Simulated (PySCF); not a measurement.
As⁺: interval between two levels

As⁺ [Ar] 3d10 4s2 4p2 [3P2, M_J = 2] → As⁺ [Ar] 3d10 4s2 4p1 5s1 [3P2, M_J = 2], as a difference of total energies. Computed with PySCF 2.14 in x2c-SVPall-2c with one added diffuse shell each of s, p, d type (6s7p4d, 47 functions), with the two-component X2C-1e Hamiltonian. Correlated levels: [Ne] frozen. "Screened" scales the spin-orbit matrix elements by Boettger's factors to mimic the two-electron term; Breit and QED terms are absent.

```csv
method,interval between two levels (cm⁻¹)
GHF (spin-free),77254
GMP2 (spin-free),78249
GHF (screened spin-orbit),77565
GMP2 (screened spin-orbit),78517
```

The labels give the starting determinants; with spin-orbit coupling the two ends relaxed to ⟨J²⟩ = 6.01, ⟨L²⟩ = 2.10, ⟨S²⟩ = 1.96 and ⟨J²⟩ = 6.01, ⟨L²⟩ = 2.01, ⟨S²⟩ = 2.00.

The promoted electron is Rydberg-like, and one or two diffuse shells describe it only roughly, which tends to raise the upper state.
